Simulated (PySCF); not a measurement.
## Computed vibrations of [Bi(OCH3)2]+

[Bi(OCH3)2]+ (singlet). PySCF 2.14.0, RKS PBE0, Bi def2-SVP with ECP60, O def2-SVP, C def2-SVP, H def2-SVP; non-relativistic Hamiltonian with scalar-relativistic core potentials where named; density fitting; no spin-orbit coupling. Central differences of gradients.

```xyz
11

Bi    0.0000    0.0000   -0.4384
O     1.6078    0.0969    0.7707
C     1.9051    0.0833    2.1556
H     2.9032   -0.3634    2.2739
H     1.9362    1.1164    2.5376
H     1.1753   -0.4996    2.7382
O    -1.6078   -0.0969    0.7707
C    -1.9051   -0.0833    2.1556
H    -2.9032    0.3634    2.2739
H    -1.9362   -1.1164    2.5376
H    -1.1753    0.4996    2.7382
```

Run from Python with OMP_NUM_THREADS=2. Where DIIS fails, smearing, a level shift and second-order steps follow.
It took 2.3 min on 2 threads of Arm Neoverse V2 (shared host).

(1) What are the harmonic wavenumbers and infrared intensities?

(2) Is this a minimum?

Results:

(1) Modes are labelled in C2; negative numbers are unstable modes, those under 60 cm⁻¹ near the noise; a finer grid moves soft modes by up to 10 cm⁻¹.
| cm⁻¹ | km/mol | symmetry |
| --- | --- | --- |
| -27 | – | b |
| 72 | 0.1 | a |
| 110 | 0.1 | a |
| 129 | 0.3 | a |
| 151 | 15.5 | b |
| 171 | 37.9 | b |
| 270 | 9.8 | a |
| 519 | 57.9 | b |
| 524 | 0.2 | a |
| 1091 | 99.0 | b |
| 1112 | 190.1 | a |
| 1137 | 6.4 | b |
| 1148 | 13.8 | a |
| 1156 | 0.8 | a |
| 1164 | 0.1 | b |
| 1444 | 17.6 | b |
| 1447 | 0.1 | a |
| 1448 | 7.5 | b |
| 1452 | 0.3 | a |
| 1463 | 69.0 | b |
| 1471 | 5.0 | a |
| 3048 | 0.5 | b |
| 3051 | 13.2 | a |
| 3156 | 5.5 | b |
| 3156 | 7.5 | a |
| 3173 | 0.8 | b |
| 3174 | 3.0 | a |

(2) Probably not: 1 unstable, though so soft as to be near the noise; the lowest moves the atoms so:
```
Bi   0.00  0.00  0.00
O    0.00  0.00  0.00
C    0.00  0.01  0.00
H    0.17  0.37 -0.04
H   -0.40 -0.02  0.10
H    0.22 -0.33 -0.06
O    0.00  0.00  0.00
C    0.00  0.01  0.00
H    0.17  0.37  0.04
H   -0.40 -0.02 -0.10
H    0.22 -0.33  0.06
```
